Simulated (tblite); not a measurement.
Species: C₁₀H₉NSSe.
SMILES with atom numbers: `[CH3:1][S:2][c:3]1[cH:4][cH:5][c:6](-[c:7]2[cH:8][cH:9][n:10][cH:11][cH:12]2)[se:13]1` (hydrogens: H14, H15, H16 on C1; H17 on C4; H18 on C5; H19 on C8; H20 on C9; H21 on C11; H22 on C12)

Computed with GFN2-xTB (tblite), gas phase: L-BFGS steps from a force-field or distance-geometry start until the largest atomic force falls under 0.01 eV/Å.

Step 157: E = -960.6000 eV
```
atom  x, y, z in Å  |  force x, y, z in eV/Å
C1      4.7633    0.7811   -0.4155   -0.025  -0.037   0.000
S2      3.5047    1.3144   -1.6164    0.017   0.009   0.019
C3      2.0687    0.5809   -0.9378    0.002   0.045   0.013
C4      1.9821   -0.5330   -0.1545   -0.017  -0.031   0.010
C5      0.6759   -0.8600    0.2576   -0.009  -0.019   0.046
C6     -0.3190   -0.0211   -0.1651   -0.030   0.045   0.010
C7     -1.7362   -0.1086    0.1141   -0.003  -0.027  -0.025
C8     -2.5827    0.9858   -0.0911    0.009  -0.006   0.024
C9     -3.9288    0.8635    0.1969    0.018  -0.023  -0.015
N10    -4.4797   -0.2587    0.6316   -0.008   0.002   0.029
C11    -3.6883   -1.3019    0.8171   -0.006   0.002   0.002
C12    -2.3235   -1.2850    0.5931   -0.008   0.019  -0.018
Se13    0.3991    1.3792   -1.2158    0.003   0.008  -0.009
H14     5.6399    1.3955   -0.5937   -0.017   0.006  -0.018
H15     5.0077   -0.2660   -0.5692    0.003   0.009  -0.011
H16     4.3816    0.9481    0.5872    0.029   0.003   0.000
H17     2.8334   -1.1299    0.1234    0.009   0.006  -0.005
H18     0.4867   -1.7109    0.8905    0.009  -0.007  -0.015
H19    -2.1733    1.9204   -0.4592   -0.001  -0.016   0.001
H20    -4.6078    1.6981    0.0761    0.025  -0.012  -0.033
H21    -4.1817   -2.2023    1.1605    0.014   0.007   0.020
H22    -1.7323   -2.1701    0.7698   -0.014   0.018  -0.024
```

Step 158: E = -960.6008 eV
```
atom  x, y, z in Å  |  force x, y, z in eV/Å
C1      4.7656    0.7771   -0.4145   -0.042  -0.027  -0.013
S2      3.5036    1.3304   -1.6042    0.018   0.002   0.026
C3      2.0668    0.5904   -0.9332    0.030   0.030   0.019
C4      1.9812   -0.5295   -0.1583   -0.017  -0.049   0.015
C5      0.6757   -0.8612    0.2513   -0.008  -0.015   0.055
C6     -0.3195   -0.0200   -0.1651   -0.040   0.043   0.002
C7     -1.7361   -0.1101    0.1140   -0.010  -0.004  -0.020
C8     -2.5831    0.9824   -0.0983   -0.012   0.009   0.029
C9     -3.9290    0.8616    0.1910    0.004  -0.033  -0.030
N10    -4.4790   -0.2585    0.6315   -0.020  -0.007   0.043
C11    -3.6872   -1.2997    0.8252    0.007  -0.001  -0.007
C12    -2.3221   -1.2832    0.6019   -0.010   0.028  -0.025
Se13    0.3967    1.3874   -1.2069    0.004   0.020  -0.015
H14     5.6406    1.3972   -0.5821   -0.027   0.000  -0.013
H15     5.0122   -0.2664   -0.5883    0.003   0.005  -0.013
H16     4.3825    0.9234    0.5908    0.038   0.008   0.003
H17     2.8306   -1.1310    0.1157    0.022   0.018  -0.011
H18     0.4859   -1.7153    0.8797    0.019  -0.011  -0.020
H19    -2.1761    1.9156   -0.4723    0.009  -0.016  -0.001
H20    -4.6109    1.6930    0.0630    0.038  -0.006  -0.030
H21    -4.1793   -2.1988    1.1733    0.007   0.006   0.025
H22    -1.7292   -2.1652    0.7849   -0.013   0.001  -0.019
```

Step 159: E = -960.6020 eV
```
atom  x, y, z in Å  |  force x, y, z in eV/Å
C1      4.7688    0.7718   -0.4118   -0.050  -0.002  -0.027
S2      3.5030    1.3556   -1.5839    0.009  -0.016   0.035
C3      2.0654    0.6037   -0.9258    0.047   0.004   0.025
C4      1.9798   -0.5257   -0.1640   -0.011  -0.048   0.016
C5      0.6744   -0.8639    0.2408    0.003   0.005   0.054
C6     -0.3208   -0.0191   -0.1676   -0.043   0.028  -0.011
C7     -1.7365   -0.1131    0.1108   -0.017   0.028  -0.006
C8     -2.5845    0.9767   -0.1096   -0.027   0.030   0.022
C9     -3.9291    0.8589    0.1839   -0.031  -0.045  -0.038
N10    -4.4781   -0.2573    0.6362   -0.025  -0.012   0.048
C11    -3.6855   -1.2961    0.8383    0.008  -0.005  -0.012
C12    -2.3212   -1.2810    0.6118    0.002   0.028  -0.033
Se13    0.3942    1.3978   -1.1969    0.004   0.032  -0.015
H14     5.6430    1.3973   -0.5669   -0.042  -0.010  -0.002
H15     5.0155   -0.2663   -0.6122    0.004  -0.009  -0.021
H16     4.3865    0.8919    0.5971    0.046   0.014   0.010
H17     2.8277   -1.1308    0.1059    0.036   0.026  -0.014
H18     0.4839   -1.7224    0.8627    0.027  -0.021  -0.022
H19    -2.1808    1.9070   -0.4939    0.020  -0.015  -0.001
H20    -4.6137    1.6867    0.0468    0.049  -0.001  -0.024
H21    -4.1755   -2.1927    1.1952    0.001   0.006   0.029
H22    -1.7265   -2.1596    0.8022   -0.010  -0.020  -0.013
```

Step 160: E = -960.6034 eV
```
atom  x, y, z in Å  |  force x, y, z in eV/Å
C1      4.7726    0.7661   -0.4087   -0.044   0.011  -0.041
S2      3.5027    1.3868   -1.5571   -0.008  -0.040   0.042
C3      2.0651    0.6198   -0.9148    0.041  -0.028   0.030
C4      1.9777   -0.5219   -0.1702    0.004  -0.025   0.013
C5      0.6723   -0.8672    0.2284    0.013   0.038   0.036
C6     -0.3228   -0.0181   -0.1714   -0.029   0.004  -0.023
C7     -1.7376   -0.1168    0.1053   -0.021   0.055   0.016
C8     -2.5871    0.9694   -0.1240   -0.046   0.042   0.008
C9     -3.9301    0.8547    0.1757   -0.054  -0.043  -0.042
N10    -4.4775   -0.2552    0.6450   -0.026  -0.018   0.042
C11    -3.6837   -1.2916    0.8549    0.020  -0.005  -0.016
C12    -2.3204   -1.2786    0.6217    0.000   0.023  -0.034
Se13    0.3924    1.4109   -1.1844    0.004   0.038  -0.009
H14     5.6467    1.3954   -0.5508   -0.049  -0.017   0.008
H15     5.0176   -0.2659   -0.6394    0.000  -0.012  -0.029
H16     4.3941    0.8569    0.6042    0.049   0.021   0.024
H17     2.8250   -1.1300    0.0941    0.047   0.025  -0.012
H18     0.4811   -1.7316    0.8409    0.032  -0.035  -0.021
H19    -2.1872    1.8953   -0.5224    0.028  -0.007  -0.001
H20    -4.6155    1.6799    0.0278    0.046   0.002  -0.016
H21    -4.1708   -2.1847    1.2241   -0.004   0.007   0.033
H22    -1.7248   -2.1542    0.8203   -0.004  -0.036  -0.009
```

Task: Estimate the geometry and energy of step 161. (The exact step hangs on the optimiser's Hessian estimate; all steps are aligned on step 160, rigid shifts and turns removed.)

Result: E = -960.6051 eV, largest force 0.090 eV/Å
```
atom  x, y, z in Å  |  force x, y, z in eV/Å
C1      4.7763    0.7592   -0.4054   -0.022   0.023  -0.034
S2      3.5026    1.4218   -1.5244   -0.029  -0.062   0.044
C3      2.0656    0.6390   -0.8995    0.014  -0.067   0.031
C4      1.9755   -0.5179   -0.1771    0.023   0.016   0.006
C5      0.6695   -0.8703    0.2140    0.027   0.064   0.007
C6     -0.3255   -0.0160   -0.1761   -0.005  -0.016  -0.032
C7     -1.7395   -0.1201    0.0984   -0.018   0.070   0.038
C8     -2.5919    0.9611   -0.1421   -0.042   0.042  -0.014
C9     -3.9327    0.8487    0.1654   -0.076  -0.037  -0.032
N10    -4.4768   -0.2530    0.6582   -0.012  -0.015   0.016
C11    -3.6808   -1.2862    0.8755    0.011  -0.001  -0.012
C12    -2.3193   -1.2755    0.6322    0.007   0.010  -0.031
Se13    0.3915    1.4289   -1.1669    0.009   0.029   0.006
H14     5.6512    1.3912   -0.5324   -0.054  -0.025   0.013
H15     5.0184   -0.2654   -0.6693   -0.006  -0.014  -0.041
H16     4.4043    0.8178    0.6121    0.048   0.026   0.033
H17     2.8232   -1.1291    0.0785    0.045   0.022  -0.005
H18     0.4774   -1.7442    0.8119    0.035  -0.043  -0.018
H19    -2.1958    1.8804   -0.5589    0.026  -0.003   0.007
H20    -4.6171    1.6719    0.0046    0.025   0.001  -0.004
H21    -4.1638   -2.1749    1.2609   -0.002   0.016   0.031
H22    -1.7225   -2.1482    0.8397   -0.002  -0.036  -0.008
```

The energy changes by -0.0017 eV. The first-order estimate −F·Δx gives -0.0024 eV and the mean of the old and new forces, exact on a quadratic surface, -0.0017 eV. The step makes an angle of 85° with the force vector and moves no atom by more than 0.048 Å.

What follows is the cost of the whole relaxation. On Arm Neoverse N1, one thread (shared host), this took 4.5 s of wall time.
